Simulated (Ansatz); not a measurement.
C₉H₁₂O₄, SMILES `CC(C)(C)OC(=O)Oc1ccco1` at its PBE0-D4/def2-TZVP geometry, where that method's forces vanish. Charge 0, multiplicity 1.

```xyz
25

C     1.7175   -2.6772   -0.9365
C     1.2283   -1.7110    0.1251
C     2.3944   -0.9860    0.7723
C     0.3539   -2.4239    1.1406
O     0.4228   -0.7676   -0.6527
C    -0.1788    0.2399   -0.0559
O    -0.1774    0.5363    1.1037
O    -0.8298    0.9134   -1.0303
C    -1.5483    2.0125   -0.7204
C    -1.8419    2.7203    0.3961
C    -2.6785    3.7855   -0.0646
C    -2.8134    3.6294   -1.3981
O    -2.1180    2.5348   -1.8130
H     0.8749   -3.1622   -1.4322
H     2.3082   -2.1535   -1.6900
H     2.3411   -3.4458   -0.4771
H     2.0563   -0.2889    1.5370
H     3.0564   -1.7190    1.2379
H     2.9682   -0.4412    0.0195
H     0.9355   -3.2133    1.6211
H    -0.5025   -2.8873    0.6460
H    -0.0042   -1.7406    1.9087
H    -1.5097    2.5102    1.3953
H    -3.1187    4.5657    0.5356
H    -3.3361    4.1695   -2.1681
```

What forces (eV/Å) does B3LYP-D4/def2-TZVPP give on these atoms in the Gaussian-basis code of Ansatz? (Estimate.)

The calculation gave: 
```
C1   0.082 -0.160 -0.166
C2   0.119 -0.154  0.058
C3   0.184  0.121  0.119
C4  -0.140 -0.109  0.179
O5  -0.009 -0.042 -0.213
C6  -0.008  0.004 -0.043
O7   0.004  0.071  0.305
O8  -0.005 -0.043 -0.193
C9   0.050 -0.028  0.162
C10  0.068 -0.039  0.235
C11 -0.104  0.189  0.139
C12 -0.287  0.362 -0.151
O13  0.008 -0.094 -0.334
H14  0.055  0.020  0.016
H15 -0.031 -0.041  0.032
H16 -0.029  0.031 -0.041
H17  0.050 -0.046 -0.050
H18 -0.023  0.051 -0.018
H19 -0.023 -0.020  0.051
H20 -0.044  0.037 -0.015
H21  0.038  0.023  0.039
H22  0.014 -0.070 -0.044
H23 -0.036  0.028 -0.088
H24  0.031 -0.054 -0.043
H25  0.037 -0.035  0.067
```

B3LYP here is the variant with VWN-RPA as its local correlation; programs differ in this.
